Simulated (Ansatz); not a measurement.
Ideal-gas functions of `O=C1NB1O` at 500 K and 1 bar, from an Ansatz frequency run at PBE0-D4/def2-TZVP.

Molar mass 70.84 g/mol, point group Cs (symmetry number 1), electronic degeneracy 1, moments of inertia 28.474, 144.172, 172.646 u Å². Harmonic wavenumbers (cm⁻¹, unscaled): 249, 286, 497, 559, 591, 670, 723, 731, 985, 1039, 1231, 1602, 1961, 3544, 3860.

Use S(trans) = R[1.5 ln M + 2.5 ln T − 1.1517]; rotational temperatures θ = 24.2544 K / I; S(rot) = R[ln(√π/σ · √(T³/θAθBθC)) + 1.5]; for each mode x = 1.438777 ν̃/T, S = R[x/(eˣ − 1) − ln(1 − e⁻ˣ)] and H = RT x/(eˣ − 1); 1 cm⁻¹ = 0.0119627 kJ/mol; R = 8.31446 J/(mol·K).

Task: By hand: the entropy, in J/(mol·K).

Result: Translation 172.7. Rotation: θ = 0.8518, 0.1682, 0.1405 K, giving 111.0. Vibration, mode by mode: 11.26, 10.17, 6.01, 5.20, 4.83, 4.04, 3.58, 3.51, 1.97, 1.75, 1.12, 0.47, 0.20, 0.00, 0.00, in all 54.1. Electronic 0.0. Sum 337.8 J/(mol·K).

Task: By hand: H − E and G − E in kJ/mol, counted from the electronic energy.

Result: Zero-point energy ½ × 18528 × 0.0119627 = 110.8; thermal vibration 16.6; translation, rotation and pV give 4 RT = 16.6. H − E = 144.0 kJ/mol, and G − E = 144.0 − 500 × 337.8/1000 = -24.9 kJ/mol.

Vibration gives 16 % of the entropy. The sum counts one conformer and one mirror image; others add a mixing term.
